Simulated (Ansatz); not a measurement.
`[OH][Al]([Cl])[O][SiH3]` → `[OH][Al]([OH])[Cl]` + `[SiH2]`  (silylene loss)

Calculated with Ansatz (gas phase, PBE0-D4/def2-TZVP geometries, no zero-point term in ΔE). CBS: MP2 limit from def2 TZ/QZ plus the TZ coupled-cluster correction, frozen cores. This one scheme is used for every species. Functionals use def2-TZVPP. B3LYP here is the variant with VWN-RPA as its local correlation; programs differ in this. HSE06 is defined as in plane-wave codes. One conformer a species, not always the lowest.

```json
{"level": "LDA (SPW92)", "ΔE (kJ/mol)": "355.7", "difference from CCSD(T)/CBS": "12.6"}
{"level": "PBE-D4", "ΔE (kJ/mol)": "330.0", "difference from CCSD(T)/CBS": "-13.1"}
{"level": "revPBE-D4", "ΔE (kJ/mol)": "323.3", "difference from CCSD(T)/CBS": "-19.8"}
{"level": "BLYP-D4", "ΔE (kJ/mol)": "324.7", "difference from CCSD(T)/CBS": "-18.4"}
{"level": "r2SCAN-D4", "ΔE (kJ/mol)": "359.7", "difference from CCSD(T)/CBS": "16.6"}
{"level": "B97M-V", "ΔE (kJ/mol)": "340.1", "difference from CCSD(T)/CBS": "-3.0"}
{"level": "PBE0-D4", "ΔE (kJ/mol)": "344.9", "difference from CCSD(T)/CBS": "1.8"}
{"level": "B3LYP-D4", "ΔE (kJ/mol)": "339.7", "difference from CCSD(T)/CBS": "-3.4"}
{"level": "r2SCANh-D4", "ΔE (kJ/mol)": "361.5", "difference from CCSD(T)/CBS": "18.4"}
{"level": "r2SCAN0-D4", "ΔE (kJ/mol)": "364.2", "difference from CCSD(T)/CBS": "21.1"}
{"level": "HSE06-D4", "ΔE (kJ/mol)": "344.5", "difference from CCSD(T)/CBS": "1.4"}
{"level": "BHLYP-D4", "ΔE (kJ/mol)": "358.7", "difference from CCSD(T)/CBS": "15.6"}
{"level": "CAM-B3LYP-D4", "ΔE (kJ/mol)": "351.4", "difference from CCSD(T)/CBS": "8.3"}
{"level": "ωB97X-V", "ΔE (kJ/mol)": "352.1", "difference from CCSD(T)/CBS": "9.0"}
{"level": "B2PLYP", "ΔE (kJ/mol)": "341.7", "difference from CCSD(T)/CBS": "-1.4"}
{"level": "PBE-QIDH", "ΔE (kJ/mol)": "357.5", "difference from CCSD(T)/CBS": "14.4"}
{"level": "revPBE", "ΔE (kJ/mol)": "308.4", "difference from CCSD(T)/CBS": "-34.7"}
{"level": "BLYP", "ΔE (kJ/mol)": "311.4", "difference from CCSD(T)/CBS": "-31.7"}
{"level": "r2SCAN", "ΔE (kJ/mol)": "357.8", "difference from CCSD(T)/CBS": "14.7"}
{"level": "PBE0", "ΔE (kJ/mol)": "339.0", "difference from CCSD(T)/CBS": "-4.1"}
{"level": "B3LYP", "ΔE (kJ/mol)": "329.1", "difference from CCSD(T)/CBS": "-14.0"}
{"level": "r2SCANh", "ΔE (kJ/mol)": "359.4", "difference from CCSD(T)/CBS": "16.3"}
{"level": "r2SCAN0", "ΔE (kJ/mol)": "361.9", "difference from CCSD(T)/CBS": "18.8"}
{"level": "HSE06", "ΔE (kJ/mol)": "338.8", "difference from CCSD(T)/CBS": "-4.3"}
{"level": "BHLYP", "ΔE (kJ/mol)": "349.0", "difference from CCSD(T)/CBS": "5.9"}
{"level": "CAM-B3LYP", "ΔE (kJ/mol)": "345.1", "difference from CCSD(T)/CBS": "2.0"}
{"level": "LC-ωPBE", "ΔE (kJ/mol)": "355.4", "difference from CCSD(T)/CBS": "12.3"}
{"level": "RPA@PBE/def2-TZVPP", "ΔE (kJ/mol)": "320.1", "difference from CCSD(T)/CBS": "-23.0"}
{"level": "MP2/def2-SVP", "ΔE (kJ/mol)": "349.9", "difference from CCSD(T)/CBS": "6.8"}
{"level": "CCSD/def2-SVP", "ΔE (kJ/mol)": "327.2", "difference from CCSD(T)/CBS": "-15.9"}
{"level": "CCSD(T)/def2-SVP", "ΔE (kJ/mol)": "328.5", "difference from CCSD(T)/CBS": "-14.6"}
{"level": "HF/def2-TZVPP", "ΔE (kJ/mol)": "347.4", "difference from CCSD(T)/CBS": "4.3"}
{"level": "SCS-MP2/def2-TZVPP", "ΔE (kJ/mol)": "350.6", "difference from CCSD(T)/CBS": "7.5"}
{"level": "CCSD/def2-TZVPP", "ΔE (kJ/mol)": "336.0", "difference from CCSD(T)/CBS": "-7.1"}
{"level": "CCSD(T)/def2-TZVPP", "ΔE (kJ/mol)": "337.1", "difference from CCSD(T)/CBS": "-6.0"}
{"level": "HF/def2-QZVPP", "ΔE (kJ/mol)": "350.2", "difference from CCSD(T)/CBS": "7.1"}
{"level": "MP2/def2-QZVPP", "ΔE (kJ/mol)": "362.0", "difference from CCSD(T)/CBS": "18.9"}
{"level": "SCS-MP2/def2-QZVPP", "ΔE (kJ/mol)": "355.1", "difference from CCSD(T)/CBS": "12.0"}
{"level": "HF/CBS(def2)", "ΔE (kJ/mol)": "350.5", "difference from CCSD(T)/CBS": "7.4"}
{"level": "CCSD/CBS(def2)", "ΔE (kJ/mol)": "342.0", "difference from CCSD(T)/CBS": "-1.1"}
{"level": "CCSD(T)/CBS", "ΔE (kJ/mol)": "343.1", "difference from CCSD(T)/CBS": "0"}
```

Largest T1 diagnostic among the species: 0.014.

At CCSD(T), def2-SVP lies −14.6 kJ/mol from the extrapolated value and def2-TZVPP −6.0 kJ/mol. From PBE to PBE0 (25 % exact exchange), in def2-TZVPP and without D4, ΔE moves by +15.6 kJ/mol. The D4 term adds +10.6 kJ/mol with B3LYP and +6.0 kJ/mol with PBE0; it sums over pairs of atoms, weighted by their polarisabilities, and B3LYP, whose exchange is more repulsive, gets the larger term.
